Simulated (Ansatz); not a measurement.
`c1coc(-c2ccc(-c3ccc(-c4ccc(-c5ccc(-c6ccc(-c7ccc(-c8ccc(-c9ccco9)o8)o7)o6)o5)o4)o3)o2)c1`, relaxed as a singlet with RKS PBE-D4/def2-SVP in Ansatz, starting from the GFN2-xTB geometry. Force threshold 0.03 eV/Å.

Single mean-field runs in def2-SVP are fitted with def2-universal-jkfit.

Start:

```xyz
65

C    -0.392   10.175   -9.372
C    -0.609   10.121   -8.028
O    -0.444    8.873   -7.568
C    -0.114    8.097   -8.623
C     0.125    6.698   -8.426
C     0.469    5.714   -9.328
C     0.575    4.524   -8.593
C     0.290    4.852   -7.283
C     0.254    4.024   -6.118
C     0.494    2.672   -5.990
C     0.324    2.367   -4.633
C    -0.010    3.551   -4.010
C    -0.295    3.826   -2.637
C    -0.631    5.001   -1.998
C    -0.797    4.677   -0.644
C    -0.554    3.323   -0.534
C    -0.582    2.472    0.612
C    -0.861    2.768    1.931
C    -0.748    1.564    2.638
C    -0.406    0.602    1.712
C    -0.166   -0.795    1.896
C     0.177   -1.795    1.012
C     0.277   -2.973    1.768
C    -0.011   -2.625    3.071
C    -0.063   -3.403    4.269
C    -0.355   -3.032    5.564
C    -0.259   -4.197    6.340
C     0.084   -5.211    5.473
C     0.315   -6.602    5.705
C     0.660   -7.611    4.832
C     0.758   -8.781    5.601
C     0.467   -8.418    6.898
C     0.421   -9.220    8.084
C     0.656  -10.566    8.248
C     0.475  -10.830    9.621
C     0.145   -9.638   10.193
O     0.110   -8.662    9.275
O     0.198   -7.094    6.959
O     0.204   -4.729    4.213
O    -0.279   -1.300    3.148
O    -0.304    1.153    0.483
O    -0.250    2.810   -1.748
O    -0.053    4.556   -4.913
O     0.018    6.170   -7.188
C    -0.069    8.860   -9.768
H    -0.454   11.041  -10.000
H    -0.876   10.875   -7.314
H     0.622    5.840  -10.379
H     0.827    3.554   -8.967
H     0.758    1.997   -6.778
H     0.429    1.415   -4.156
H    -0.738    5.960   -2.461
H    -1.058    5.340    0.155
H    -1.114    3.730    2.326
H    -0.895    1.402    3.685
H     0.333   -1.679   -0.041
H     0.526   -3.953    1.418
H    -0.602   -2.044    5.893
H    -0.418   -4.296    7.394
H     0.817   -7.503    3.779
H     1.009   -9.762    5.256
H     0.922  -11.264    7.483
H     0.575  -11.775   10.114
H    -0.080   -9.368   11.205
H     0.166    8.520  -10.755
```

Estimate the energy that the relaxation releases and the steps that it takes.

57.2 kJ/mol, in 9 steps; 39 s on 2 threads of AMD EPYC 7R13 on a shared host and a share (18 GiB) of an NVIDIA H100 80GB HBM3. The force fell under the threshold at step 5, but the optimiser went on and released 0.016 eV more. No frequencies were taken in this run, so the end may be a saddle point.

Does the start keep its bonding and symmetry?

By distances, no bond broke or formed. The bond that changes most is C34–H62, from 1.07 to 1.10 Å (atoms count from 1). Point group Cs at the start, Cs at the end, both within 0.05 Å.

Predict the relaxed structure.


Cartesian coordinates in Å:
```
C -0.431 10.108 -9.058
C -0.626 9.927 -7.707
O -0.430 8.622 -7.366
C -0.103 7.947 -8.511
C 0.154 6.535 -8.409
C 0.502 5.577 -9.355
C 0.623 4.346 -8.656
C 0.341 4.623 -7.321
C 0.302 3.797 -6.150
C 0.530 2.437 -5.952
C 0.343 2.193 -4.566
C 0.012 3.418 -3.995
C -0.292 3.822 -2.658
C -0.627 5.050 -2.095
C -0.815 4.814 -0.708
C -0.585 3.456 -0.501
C -0.625 2.643 0.678
C -0.906 2.940 2.009
C -0.792 1.721 2.728
C -0.447 0.748 1.796
C -0.194 -0.655 1.908
C 0.155 -1.637 0.987
C 0.268 -2.851 1.717
C -0.021 -2.542 3.042
C -0.074 -3.321 4.241
C -0.363 -2.999 5.562
C -0.254 -4.206 6.303
C 0.094 -5.196 5.391
C 0.344 -6.598 5.533
C 0.692 -7.602 4.637
C 0.796 -8.798 5.399
C 0.505 -8.456 6.715
C 0.447 -9.220 7.932
C 0.656 -10.564 8.210
C 0.449 -10.717 9.616
C 0.133 -9.466 10.096
O 0.130 -8.553 9.085
O 0.231 -7.117 6.795
O 0.204 -4.659 4.135
O -0.301 -1.206 3.159
O -0.345 1.308 0.551
O -0.267 2.854 -1.689
O -0.014 4.391 -4.958
O 0.057 5.954 -7.175
C -0.091 8.824 -9.587
H -0.520 11.050 -9.609
H -0.896 10.597 -6.884
H 0.650 5.750 -10.426
H 0.884 3.368 -9.072
H 0.801 1.710 -6.725
H 0.436 1.243 -4.030
H -0.719 5.996 -2.638
H -1.088 5.546 0.060
H -1.164 3.926 2.409
H -0.940 1.556 3.800
H 0.308 -1.478 -0.085
H 0.527 -3.844 1.335
H -0.621 -2.002 5.934
H -0.407 -4.356 7.377
H 0.850 -7.474 3.561
H 1.054 -9.797 5.034
H 0.923 -11.342 7.487
H 0.526 -11.640 10.202
H -0.106 -9.074 11.090
H 0.136 8.571 -10.628
```
Bond lengths: 35 × C–C 1.38 to 1.44 Å; 18 × C–O 1.36 to 1.37 Å; 20 × C–H 1.09 to 1.10 Å.
